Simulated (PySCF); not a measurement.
Compound: C2BFO4.
SMILES with atom numbers: `[O:1]=[C:2]1[O:3][B:4]([F:5])[O:6][C:7]1=[O:8]`

Structure used (PBE0-D3(BJ)/def2-SVP), in Å, numbered top down from 1:
```xyz
8
C2BFO4 angstrom
O     -0.959    1.791   -0.144
C     -0.079    1.008   -0.086
O      1.253    1.290   -0.203
B      1.936    0.103   -0.065
F      3.232    0.014   -0.117
O      1.113   -0.983    0.136
C     -0.173   -0.521    0.136
O     -1.144   -1.176    0.280
```

Definitions: NICS(0) = −σiso at the ring centroid; NICS(1) = −σiso and NICS(1)zz = −σzz at ±1 Å along the ring normal z. Level: GIAO PBE0/pcSseg-1 (PySCF, non-relativistic, gas phase) on the PBE0-D3(BJ)/def2-SVP geometry, one conformer.

Ring bond lengths (Å), with Mayer bond orders in brackets: C2–O3 1.366 (0.96), O3–B4 1.377 (1.09), B4–O6 1.377 (1.09), O6–C7 1.366 (0.96), C7–C2 1.547 (0.92).

Question: What do the NICS probes read (ppm)?

Answer: 
| ring | type | NICS(0) | NICS(1), two faces | NICS(1)zz, two faces | rms pucker (Å) | centre to ring atoms, mean (Å) |
| --- | --- | --- | --- | --- | --- | --- |
| C2–O3–B4–O6–C7 | 5-membered ring with B and 2 O; formal bonds all single | -1.5 | -2.6 / -2.6 | -2.7 / -2.7 | 0.00 | 1.20 |

Question: What do they say, and how far can they be read as aromaticity?

Answer: 
- C2–O3–B4–O6–C7: mean NICS(1)zz -2.7 ppm, near zero.

Question: At the second NICS(1) probe listed for ring C2–O3–B4–O6–C7, 1 Å off the ring, what do the in-plane components average?

Answer: The isotropic value is a third of the trace: (3 × -2.6 − (-2.7))/2 = -2.6 ppm.

Question: How do the values depend on the level or the medium?

Answer: 
```csv
level,"NICS(0), C2–O3–B4–O6–C7","mean NICS(1)zz, C2–O3–B4–O6–C7"
"PBE0/pcSseg-1, gas",-1.5,-2.7
"wB97X-D/pcSseg-2, gas",0.4,-2.0
"PBE0/pcSseg-1, IEF-PCM dichloromethane",-1.5,-2.5
"PBE0/pcSseg-1, IEF-PCM water",-1.5,-2.5
```

The geometry is the same throughout; the continuum's cavity takes Bondi-type radii × 1.2.
